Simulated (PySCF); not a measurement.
Constitutional and geometric isomers with formula C3H6O. Gas-phase values, no solvent. One relaxed conformer stands for each flexible species; it need not be the lowest. Strings in code marks are SMILES.

The vertical ionisation energy (Delta-SCF) from two functionals at the same geometries (B3LYP-D3(BJ)/def2-TZVP), both in PySCF: PBE-D3(BJ)/def2-TZVP and M06-2X/def2-TZVP. Delta-SCF ions had no search for a lower state. 

| species | PBE-D3(BJ)/def2-TZVP (eV) |
|---|---|
| `C1COC1` | 9.28 |
| `C/C=C\O` (C–C–O–H torsion 0°) | 8.68 |
| `C=COC` (C–C–O–C torsion 0°) | 8.93 |
| `C[C@@H]1CO1` | 10.02 |

**Question.** What does M06-2X/def2-TZVP give for each?

**Answer.** 
- `C1COC1`: 9.82
- `C/C=C\O` (C–C–O–H torsion 0°): 8.95
- `C=COC` (C–C–O–C torsion 0°): 9.16
- `C[C@@H]1CO1`: 10.42
Over these rows, drawn at random from the members with no instability flagged (it was tested for open shells, ions and some series alone), PBE minus M06-2X: mean -0.36 eV, from -0.53 eV to -0.24 eV.
